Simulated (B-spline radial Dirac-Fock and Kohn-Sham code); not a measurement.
# Two-hole binding energies of Ce³⁺

System: Ce³⁺ in the configuration 1s2 2s2 2p6 3s2 3p6 3d10 4s2 4p6 4d10 5s2 5p6 6s1 (an excited configuration).

Level of theory: Dirac-Fock energy differences between relaxed states, corrected for Breit and QED terms; a B-spline atomic structure program. U is the two-hole binding energy less the two single-hole energies, the effective repulsion of the holes after relaxation. Each two-hole energy is an average over J within one jj subconfiguration.

```
          holes  E(a) (eV)  E(b) (eV)  E(ab) (eV)  U (eV)
   1s⁻¹ 2p3/2⁻¹    40488.3     5772.5     46516.1   255.3
   1s⁻¹ 3p1/2⁻¹    40488.3     1326.1     41903.4    89.0
   1s⁻¹ 3d5/2⁻¹    40488.3      934.1     41498.5    76.1
        2p1/2⁻²     6213.5     6213.5     12632.5   205.6
        2p3/2⁻²     5772.5     5772.5     11725.4   180.4
   2s⁻¹ 3p3/2⁻¹     6603.7     1237.7      7912.2    70.8
   2s⁻¹ 3d3/2⁻¹     6603.7      952.5      7633.9    77.6
   2p3/2⁻¹ 3s⁻¹     5772.5     1491.0      7334.3    70.9
2p1/2⁻¹ 3d3/2⁻¹     6213.5      952.5      7241.9    75.9
2p1/2⁻¹ 3d5/2⁻¹     6213.5      934.1           ?       ?
3p1/2⁻¹ 3p3/2⁻¹     1326.1     1237.7      2618.2    54.4
        3p3/2⁻²     1237.7     1237.7      2530.1    54.7
5p1/2⁻¹ 5p3/2⁻¹      59.16      55.90       127.7    12.7
        5p3/2⁻²      55.90      55.90       124.6    12.8
```

**Question.** Give the missing two-hole energy and U.

**Answer.** E(ab) = 7225.8 eV and U = 78.1 eV.

Values without a named source are computed, but for edge energies of neutral atoms, which are taken from tables.
